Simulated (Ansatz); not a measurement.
Energy difference R1 → P1 + P2, each structure at its B3LYP-D3(BJ)/def2-TZVP stationary point, reached from a drawn start (curvature not checked).
P1: O atom, charge 0, multiplicity 3.
P2, BrHg (SMILES [Br][Hg]) (charge 0, multiplicity 2):
```xyz
2

Hg     0.0000     0.0000    -1.3082
Br     0.0000     0.0000     1.3082
```
R1, BrHgO (SMILES [O]=[Hg][Br]) (charge 0, multiplicity 2):
```json
[
 {"atom": "Hg", "x (Å)": "0.0051", "y (Å)": "0.0015", "z (Å)": "-0.1401"},
 {"atom": "Br", "x (Å)": "-0.0825", "y (Å)": "-0.0247", "z (Å)": "2.2671"},
 {"atom": "O", "x (Å)": "0.0774", "y (Å)": "0.0233", "z (Å)": "-2.1271"}
]
```

P less R. No zero-point or thermal terms; open shells are unrestricted; no spin–orbit coupling. The spin states of the d-block species are the ones drawn and need not be the lowest.

Cores are frozen in the correlated methods. In cc and def2 sets filled d and f shells under p-block atoms count as core.

Run with Ansatz (Gaussian orbitals). Each number belongs to the level named beside it. Elements past Kr take the def2 small-core potentials, without spin–orbit coupling.

Total energies in hartree:

```tsv
structure	PBE/def2-TZVPP	PBE0/def2-TZVPP	CCSD(T)/def2-QZVPP
P1	-75.009672	-75.018600	-74.994067
P2	-2727.311844	-2727.360454	-2725.640128
R1	-2802.428400	-2802.473227	-2800.725789
```

Question: Work out the reaction energy at each level in kcal/mol (1 hartree = 627.50947 kcal/mol), and say how far PBE/def2-TZVPP lies from CCSD(T)/def2-QZVPP.

Answer: 
- PBE/def2-TZVPP: (-75.009672) + (-2727.311844) − (-2802.428400) = 0.106884 hartree = 67.07 kcal/mol
- PBE0/def2-TZVPP: (-75.018600) + (-2727.360454) − (-2802.473227) = 0.094173 hartree = 59.09 kcal/mol
- CCSD(T)/def2-QZVPP: (-74.994067) + (-2725.640128) − (-2800.725789) = 0.091594 hartree = 57.48 kcal/mol
PBE/def2-TZVPP less CCSD(T)/def2-QZVPP: 9.59 kcal/mol. CCSD(T)/def2-QZVPP is the level counted from, the highest shown, and no exact or measured value.

Ansatz is a quantum-chemistry and plane-wave program.
